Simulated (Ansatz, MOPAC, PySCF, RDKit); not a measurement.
Isomers of C2H2N2O. Gas-phase values, no solvent. One relaxed conformer stands for each flexible species; it need not be the lowest. Strings in code marks are SMILES.

Quantity: electronic energy of isomers of C2H2N2O relative to `N#CNC=O`, in kcal/mol. Semi-empirical values (MOPAC) are differences of heats of formation. Force-field values (RDKit) are differences of steric energies, which aren't made for comparing isomers with other bonds.

Level 1: frozen-core MP2/cc-pVTZ // PBE-D3(BJ)/def2-TZVP (Ansatz, a quantum-chemistry and plane-wave program)
Level 2: PBE/6-31G* // PBE-D3(BJ)/def2-TZVP (PySCF)
Level 3: AM1 // PBE-D3(BJ)/def2-TZVP (MOPAC)
Level 4: MMFF94, relaxed from the DFT geometry (RDKit)

```tsv
species	level 1	level 2	level 3	level 4
`N=C=NC=O`	8.00	0.44	13.8	26.0
`[H]/N=C/OC#N`	22.6	22.9	33.0	49.1
`N#C/N=C/O`	3.98	3.92	7.90	27.2
```
